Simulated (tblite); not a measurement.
Compound: C3H10S2Si.
Geometry (GFN2-xTB, Å), atoms numbered from 1 in this order:
```
atom  x, y, z in Å
C1    -2.5340    0.0414    0.3421
C2    -1.3273    0.5634   -0.4099
S3    -0.3370   -0.7916   -1.1541
Si4    0.7547   -1.5237    0.5388
S5     1.6337    0.1216    1.6028
C6     2.5894    0.8951    0.2563
H7    -3.1359    0.8777    0.6929
H8    -2.2270   -0.5505    1.2021
H9    -3.1451   -0.5807   -0.3079
H10   -0.6720    1.1415    0.2415
H11   -1.6296    1.1816   -1.2540
H12    1.7819   -2.3616   -0.0480
H13   -0.0872   -2.1614    1.5318
H14    2.9850    1.8260    0.6481
H15    1.9397    1.0917   -0.5917
H16    3.4032    0.2385   -0.0348
```

Method: GFN2-xTB as coded in tblite; computed harmonic values from a numerical Hessian at the method's own geometry, unscaled. The method is semi-empirical: single wavenumbers can be off by several per cent or more. Modes of hydrogen on silicon can be 10 to 20 % off. One conformer, not necessarily the lowest.

Harmonic wavenumbers (cm⁻¹): 31.3, 57.4, 84.8, 103.3, 115.1, 178.8, 211.4, 250.8, 315.7, 462.2, 469.8, 540.0, 580.0, 664.8, 686.3, 719.4, 736.7, 793.0, 949.5, 961.0, 1016.7, 1036.2, 1083.2, 1229.2, 1260.0, 1325.4, 1405.2, 1446.1, 1449.9, 1456.7, 1485.2, 1491.6, 2368.5, 2373.7, 2978.1, 3004.2, 3024.8, 3025.5, 3033.1, 3035.7, 3041.7, 3061.5.

A = 2602, B = 1115, C = 1059 MHz; mass 137.999 u (most abundant isotopes); point group C1, symmetry number 1.

Task: What is the zero-point energy?

Result: ½Σν̃ = 26772 cm⁻¹ = 76.54 kcal/mol.

Task: What is S at 350 K and 1 bar for an ideal gas of classical rigid rotors and harmonic oscillators?

Result: Translation 41.50, rotation 29.52, vibration 37.59: S = 108.6 cal/(mol K).

Task: And Cp and H(350 K) − H(0)?

Result: Cp = 40.49 cal/(mol K), of which vibrations give 32.54 (their classical limit is 42 R = 83.5); H(350 K) − H(0) = 9.12 kcal/mol without the zero-point energy, 6.34 from vibrations.

Task: Which modes carry the vibrational entropy at 350 K?

Result: 31.3 cm⁻¹: 6.06; 57.4 cm⁻¹: 4.86; 84.8 cm⁻¹: 4.09; 103.3 cm⁻¹: 3.70; 115.1 cm⁻¹: 3.49; 178.8 cm⁻¹: 2.64 cal/(mol K); the other 36 give 12.73 together.

Task: Blend soft modes into free rotors: weight 1/[1 + (100 cm⁻¹/ν̃)⁴] for the oscillator and the rest for a rotor with moment μB/(μ + B), μ = h/(8π²ν), B = 10⁻⁴⁴ kg m². What vibrational entropy results?

Result: 33.37 cal/(mol K) in place of 37.59, which changes −T·S at 350 K by +1.48 kcal/mol.

Task: What must be added to the electronic energy to get the Gibbs energy at 350 K and 1 bar?

Result: ZPE + [H(350 K) − H(0)] − T·S = 76.54 + 9.12 − 38.01 = 47.65 kcal/mol.

Task: How do the functions run with temperature in this model?

Result: 
| T (K) | S (cal/(mol K)) | Cp (cal/(mol K)) | H − H(0) (kcal/mol) | G − H(0) (kcal/mol) | ln q(vib) |
| --- | --- | --- | --- | --- | --- |
| 100 | 72.8 | 20.5 | 1.45 | -5.82 | 2.58 |
| 200 | 89.5 | 28.7 | 3.91 | -13.98 | 5.69 |
| 300 | 102.7 | 36.7 | 7.19 | -23.61 | 8.48 |
| 500 | 124.7 | 50.1 | 15.95 | -46.42 | 13.56 |
| 800 | 151.4 | 63.3 | 33.12 | -88.00 | 20.31 |
| 1000 | 166.2 | 69.3 | 46.41 | -119.80 | 24.35 |

q(vib) and H(0) count from the zero-point level.

Hindered rotation and anharmonicity are outside this model. Other conformers, if any are populated, would add a mixing term that is left out. The structure is chiral; the term R ln 2 for an equal mix with its mirror image is left out.
